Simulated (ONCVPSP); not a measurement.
# Transferability test, ONCV potential for bromine (Br)

* Element: Br
* Generator: ONCVPSP 4.0.1
* Type: optimised norm-conserving Vanderbilt (ONCV)
* Functional: PBE
* Relativity: scalar-relativistic
* Frozen core: [Ar]
* Valence charge: 17
* Reference configuration: 3d10 4s1.5 4p5.5
* Partial waves: 4s: rc 1.40 bohr, ncon 4, nbas 7, qcut 4.1 1/bohr, 2 projectors, debl 3.5 Ha; 4p: rc 1.50 bohr, ncon 4, nbas 8, qcut 5.1 1/bohr, 2 projectors, debl 1.7 Ha; 3d: rc 0.55 bohr, ncon 5, nbas 8, qcut 15.8 1/bohr, 2 projectors, debl 1.5 Ha
* Local potential: polynomial inside 0.50 bohr (lpopt 5, dvloc0 1 Ha)
* Core correction: Teter function, fcfact 5.5, rcfact 1.25

In the d channel the program set the typed energies aside and used -2.481, 0.250 Ha.

Energies are relative to the spin-unpolarised reference configuration 3d10 4s1.5 4p5.5; without spin polarisation the order of configurations can differ from experiment.

```
valence configuration  charge  ΔE all-electron (eV)  error AE − PS (meV)
         3d10 4s2 4p4      +1                 6.392                 -2.8
         3d10 4s2 4p3      +2                29.153                 -7.7
```

**Question.** What are ΔE and the potential's error for 3d10 4s2 4p4.5?

**Answer.** ΔE = -1.087 eV all-electron; the error (AE − PS) is -0.9 meV.

**Question.** What are ΔE and the potential's error for 3d10 4s2 4p5?

**Answer.** ΔE = -6.162 eV all-electron; the error (AE − PS) is +0.4 meV.

Levels in the configuration 3d10 4s2 4p4:

```tsv
level	all-electron (eV)	pseudo (eV)
3d	-77.917	-77.828
4s	-30.395	-30.395
4p	-17.471	-17.472
```

Note: ghosts flagged at negative energy: s at -474.4 eV, p at -78.2 eV; GHOST(+) flags only above 600 eV. A true bound ghost makes a file unfit for plane-wave use.
